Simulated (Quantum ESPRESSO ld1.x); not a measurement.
Question: All-electron atom: Se XIII in [Ar] 3d4. All-electron calculation, scalar-relativistic Kohn-Sham, LDA (Slater exchange, Perdew-Zunger correlation), spin-polarised, spherical densities, point nucleus; open shells are filled with parallel spins first. Program: ld1.x of Quantum ESPRESSO 7.5. Some entries of the table are withheld. Estimate them.

| orbital | occ. | eigenvalue (hartree) | <r> (bohr) | <r^2> (bohr^2) |
|---|---|---|---|---|
| 1s up | 1 | -471.512 | 0.04415 | 0.002624 |
| 1s down | 1 | -471.508 | 0.04414 | 0.002623 |
| 2s up | 1 | -71.9154 | 0.1959 | 0.04524 |
| 2s down | 1 | -71.7005 | 0.1956 | 0.04509 |
| 2p up | 3 | -64.8606 | 0.1710 | 0.03578 |
| 2p down | 3 | -64.6956 | 0.1707 | 0.03562 |
| 3s up | 1 | -19.2004 | 0.5356 | 0.3274 |
| 3s down | 1 | -18.9077 | 0.5381 | 0.3305 |
| 3p up | 3 | -16.9557 | 0.5348 | 0.3311 |
| 3p down | 3 | -16.6622 | 0.5380 | 0.3352 |
| 3d up | 4 | -13.3763 | 0.5074 | (1) |
| 3d down | 0 | -13.0517 | 0.5124 | (2) |
| 4s up | 0 | -8.11480 | (3) | 1.484 |
| 4s down | 0 | -8.02270 | (4) | 1.509 |
| 4p up | 0 | -7.33675 | 1.194 | (5) |
| 4p down | 0 | -7.25007 | 1.205 | (6) |

Answer: 
(1) 3d up <r^2> (bohr^2): 0.3045
(2) 3d down <r^2> (bohr^2): 0.3111
(3) 4s up <r> (bohr): 1.150
(4) 4s down <r> (bohr): 1.160
(5) 4p up <r^2> (bohr^2): 1.608
(6) 4p down <r^2> (bohr^2): 1.639
